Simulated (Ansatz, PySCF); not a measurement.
C₄H₆Si, SMILES C1=C[SiH2]C=C1 (connectivity only; charge and spin as stated), charge +1, multiplicity 2. Atoms are numbered in the order given.

```xyz
11

C      0.0000     0.7109    -1.3486
C      0.0000     1.3247    -0.0933
Si     0.0000     0.0000     1.2703
C      0.0000    -1.3247    -0.0933
C      0.0000    -0.7109    -1.3486
H      0.0000     1.2756    -2.2873
H      0.0000     2.4168    -0.0078
H     -1.2546     0.0000     2.0626
H      1.2546     0.0000     2.0626
H      0.0000    -2.4168    -0.0078
H      0.0000    -1.2756    -2.2873
```
Charge +1, spin multiplicity 2.

Geometry optimised at PBE0-D3(BJ)/def2-SVP. The multiplicity is an assumed one; no other spin state was optimised.

Two levels are set side by side: PBE-D3(BJ)/def2-SVP (Ansatz, a quantum-chemistry and plane-wave program) and PBE0-D3(BJ)/def2-SVP (Ansatz). Each level has its own optimised geometry; the coordinates shown are those of the second. Frequencies come from the Hessian of PySCF at each geometry. Differences are taken from unrounded values.

```
quantity                            PBE0-D3(BJ)
----------------------------------  -----------
mean bond length (Å)                      1.397
bond C1–C2 (Å)                            1.397
bond C1–C5 (Å)                            1.422
bond C2–Si3 (Å)                           1.901
bond Si3–C4 (Å)                           1.901
bond C4–C5 (Å)                            1.397
bond C1–H6 (Å)                            1.095
bond C2–H7 (Å)                            1.095
bond Si3–H8 (Å)                           1.484
bond Si3–H9 (Å)                           1.484
bond C4–H10 (Å)                           1.095
bond C5–H11 (Å)                           1.095
highest harmonic wavenumber (cm⁻¹)         3231
mean harmonic wavenumber (cm⁻¹)            1326
zero-point energy (kcal/mol)              51.17
```

What does PBE-D3(BJ) give, and how far is it from PBE0-D3(BJ)? (The exact figures need the calculation; the answer reports its results.)


```csv
quantity,PBE-D3(BJ),PBE-D3(BJ) minus PBE0-D3(BJ)
mean bond length (Å),1.407,0.009
bond C1–C2 (Å),1.408,0.011
bond C1–C5 (Å),1.432,0.010
bond C2–Si3 (Å),1.910,0.008
bond Si3–C4 (Å),1.910,0.008
bond C4–C5 (Å),1.408,0.011
bond C1–H6 (Å),1.104,0.008
bond C2–H7 (Å),1.103,0.008
bond Si3–H8 (Å),1.496,0.012
bond Si3–H9 (Å),1.496,0.012
bond C4–H10 (Å),1.103,0.008
bond C5–H11 (Å),1.104,0.008
highest harmonic wavenumber (cm⁻¹),3140,-91
mean harmonic wavenumber (cm⁻¹),1279,-47
zero-point energy (kcal/mol),49.37,-1.80
```

GGA bonds tend to be longer and softer than those of functionals with exact exchange. Differences between two approximate levels are no errors against the true value.
